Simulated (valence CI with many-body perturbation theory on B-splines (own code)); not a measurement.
Values are calculated unless marked as measured or tabulated.
Run record, Hf⁴⁰⁺

Level of theory: relativistic CI+MBPT: four valence electrons over a frozen Dirac-Fock core [Ar] 3d10, radial functions for each j: 5 s, 5 p, 3 d, 2 f, with the one-electron correlation potential Σ1 (screened to all orders), the two-electron term Σ2, the three-electron term Σ3, Breit, model QED; selected single and double excitations, second order for the rest, scaled by the run's own slope (own B-spline code, finite nucleus).

Command, and the settings that its task file holds:

```sh
python run_cv.py task.json out
```

```
atom Hf  Z=72  mass_number=180  rms_radius_fm=5.3470
core [Ar] 3d10
valence 4s2 4p2
avg = 1
basis = S
breit = 1
cap = 10000
capref = 1200
cscale = 1
de = 0.0
dress = 0
eps = 2e-08
extrap = 1
h = 0.27
hh = 1
l2 = 3
lcore = 6
maxit = 60
n2 = 5
natural = 0
nlev = 20
nno = [2, 2, 1, 1, 0]
nroot = 26
nsp = [3, 3, 2, 1, 0]
pt2 = 1
qed = 1
rpa = 1
s1 = 1
s2 = 1
s3 = 1
screen = 1
tol = 2e-05
whole = 1
```

It took 22 s on 1 thread of Arm Neoverse V1, on a shared host.

Log. The first blocks belong to the next ion, which gives the ionisation energy. Fields: 2J, parity (1 odd), roots, reference size, generating configurations, candidates as configurations/state functions, variational space P, stored matrix elements, Davidson steps; e2 is the range of second-order energies in hartree. The first line gives the box (bohr), its intervals, the orbitals and the steps of their self-consistent field. Window is the range of levels sought, series limit the energy at which the first omitted orbital would enter, core excitation an estimate of the first excitation out of the core, left out the lowest levels not solved, and shifts from estimates the range by which levels moved from their first estimate, all in cm⁻¹.

```
rmax 2.8 intervals 57 orbitals 25 references ['4s2 4p2', '4s 4p3', '4s2 4p 4d', '4p4', '4s 4p2 4d'] scf 4 t 0.9
2J=1 par=1 roots 2 ref 23 generators 6 cand 623/900 P 308/446 nnz 0 it 0
2J=1 par=1 roots 2 ref 23 generators 9 cand 334/477 P 371/537 nnz 0 it 0
   second order: generators 17 cand 499/700 e2 -0.00000 -0.00000
reference levels 428, estimated 69, window 2579926 1/cm; series limit 8004611, core excitation 11996969
2J=0 par=0 roots 3 ref 22 generators 10 cand 713/1132 P 786/1164 nnz 0 it 0
2J=0 par=0 roots 3 ref 22 generators 16 cand 1311/2302 P 933/1408 nnz 0 it 4
   second order: generators 27 cand 1705/3058 e2 -0.00001 -0.00000
2J=2 par=0 roots 3 ref 35 generators 7 cand 989/3894 P 834/2754 nnz 9.6e+05 it 3
2J=2 par=0 roots 3 ref 35 generators 13 cand 1356/5927 P 943/3189 nnz 1.2e+06 it 4
   second order: generators 23 cand 1696/7164 e2 -0.00001 -0.00000
2J=4 par=0 roots 4 ref 55 generators 11 cand 957/4969 P 1003/3331 nnz 1.3e+06 it 3
2J=4 par=0 roots 4 ref 55 generators 27 cand 1775/10838 P 1137/4023 nnz 1.8e+06 it 4
   second order: generators 36 cand 1843/11536 e2 -0.00002 -0.00001
2J=4 par=1 roots 8 ref 57 generators 21 cand 1686/8989 P 963/3572 nnz 1.5e+06 it 5
2J=4 par=1 roots 8 ref 57 generators 28 cand 1788/10723 P 1181/4509 nnz 2.2e+06 it 8
   second order: generators 46 cand 1864/11515 e2 -0.00001 -0.00000
2J=2 par=1 roots 6 ref 44 generators 19 cand 1629/7043 P 995/2950 nnz 1e+06 it 4
2J=2 par=1 roots 6 ref 44 generators 25 cand 1693/7616 P 1193/3641 nnz 1.4e+06 it 4
   second order: generators 40 cand 1781/8039 e2 -0.00001 -0.00000
2J=6 par=1 roots 4 ref 53 generators 14 cand 1772/10683 P 746/2679 nnz 9.5e+05 it 4
2J=6 par=1 roots 4 ref 53 generators 26 cand 2023/12946 P 1018/3824 nnz 1.7e+06 it 5
   second order: generators 34 cand 1751/11801 e2 -0.00001 -0.00001
2J=0 par=1 roots 2 ref 16 generators 6 cand 1280/2100 P 557/868 nnz 0 it 0
2J=0 par=1 roots 2 ref 16 generators 13 cand 1362/2296 P 725/1135 nnz 0 it 0
   second order: generators 19 cand 1739/3013 e2 -0.00001 -0.00000
2J=8 par=1 roots 1 ref 37 generators 6 cand 1297/6246 P 335/1158 nnz 0 it 0
2J=8 par=1 roots 1 ref 37 generators 9 cand 1667/8207 P 442/1607 nnz 0 it 4
   second order: generators 16 cand 1974/10931 e2 -0.00001 -0.00001
2J=6 par=0 roots 1 ref 40 generators 5 cand 955/4736 P 752/2804 nnz 9.6e+05 it 3
2J=6 par=0 roots 1 ref 40 generators 9 cand 1337/7718 P 806/3069 nnz 1.1e+06 it 4
   second order: generators 17 cand 1843/11209 e2 -0.00001 -0.00001
left out: unestimated 3820178, estimated 2916892, shifts from estimates -6 to 1
operators 1.7
```

The Davidson iterations converged. The settings are bad on purpose, so the numbers may not be properties of the ion.

No measured spectrum was set against this ion. As an estimate, large intervals hold to a few tenths of a per cent, small ones and those within an open d or f shell to about a per cent.

```yaml
Valence_energy: -307.6495 hartree
Ionisation_energy: "1964.6 eV (NIST: 1963 ± 4 eV (theoretical))"
Reference_configurations_for_the_orbitals: 4s2 4p2, 4s 4p3, 4s2 4p 4d, 4p4, 4s 4p2 4d
Radial_orbitals: 25
Box_radius: 2.795 bohr
Largest_variational_space: 4509
Lowest_levels: (4s^2 4p1/2^2) J=0 0, (4s^2 4p1/2 4p3/2) J=1 632870, (4s^2 4p1/2 4p3/2) J=2 666640, (4s^2 4p3/2^2) J=2 1324800, (4s 4p1/2^2 4p3/2) J=2 1366900, (4s^2 4p3/2^2) J=0 1397700, (4s 4p1/2^2 4p3/2) J=1 1481400, (4s^2 4p1/2 4d3/2) J=2 1811400, (4s 4p1/2 4p3/2^2) J=2 [a] 1933800, (4s^2 4p1/2 4d3/2) J=1 1951700, (4s^2 4p1/2 4d5/2) J=3 1984900, (4s^2 4p1/2 4d5/2) J=2 2072800, (4s 4p1/2 4p3/2^2) J=3 2091100, (4s 4p1/2 4p3/2^2) J=0 2094800 cm⁻¹
```

Levels are named by their leading jj configuration (3d3/2^4 stands for four electrons in 3d with j = 3/2), which in mixed levels can hold well under half, so a name can repeat and another be missing. Letters in brackets count levels of one name in rising energy.
